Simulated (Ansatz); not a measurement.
`[NH2][Zr]([F])([Cl])[I]` + HCl → `[NH2][Zr]([F])([Cl])[Cl]` + HI at 600 K and 1 bar (ligand exchange at a Zr–I bond).

Computed with Ansatz on PBE0-D4/def2-TZVP structures; ΔE is electronic, products minus reactants. CCSD(T)/CBS adds triple-zeta CCSD(T) − MP2 to the extrapolated MP2 energy (def2 sets, frozen cores). This one scheme is used for every species. Elements past krypton have def2 core potentials. For I, Zr outer-core shells are correlated without core-valence functions, which leaves a few kJ/mol of doubt a bond. Each species was taken in one conformer, which may not be the lowest.

| species | CCSD(T)/CBS energy (Eh) | H − E (kJ/mol) | S (J/(mol·K)) |
| --- | --- | --- | --- |
| `[NH2][Zr]([F])([Cl])[I]` | -960.17881 | 136.5 | 489.6 |
| HCl | -460.38127 | 35.4 | 207.2 |
| `[NH2][Zr]([F])([Cl])[Cl]` | -1122.52613 | 136.8 | 471.4 |
| HI | -298.03592 | 31.6 | 227.0 |

H − E and S are ideal-gas, rigid-rotor, harmonic terms from PBE0-D4/def2-TZVP, for one conformer and one mirror image of each species. 1 Eh = 2625.50 kJ/mol, R = 8.31446 J/(mol·K).

Question: By hand: ΔE, ΔH, ΔS and ΔG.

Answer: ΔE = (-1122.52613) + (-298.03592) − (-960.17881) − (-460.38127) = -0.00197 Eh = -5.2 kJ/mol. Δ(H − E) = 136.8 + 31.6 − 136.5 − 35.4 = -3.5, so ΔH = -8.7 kJ/mol. ΔS = 471.4 + 227.0 − 489.6 − 207.2 = 1.6 J/(mol·K). ΔG = -8.7 − 600 × (1.6)/1000 = -9.7 kJ/mol.

Question: By hand: the equilibrium constant, and the temperature at which ΔG would vanish if ΔH and ΔS stayed fixed.

Answer: log₁₀ K = −ΔG/(RT ln 10) = 0.8. ΔH and −TΔS have one sign here, so there is no such temperature. One of them is within its doubt of zero, so this could turn.

The number of gas molecules stays the same, so ΔS is small and ΔH decides. A doubt of 5 kJ/mol in ΔE shifts log₁₀ K by 0.4 here. Other conformers and mirror images would add mixing entropy, several J/(mol·K) or more a flexible species. These are equilibria of isolated gas molecules and say nothing of rates. Largest T1 diagnostic: 0.016 (customary marks: 0.02 for closed shells, 0.045 for open ones).
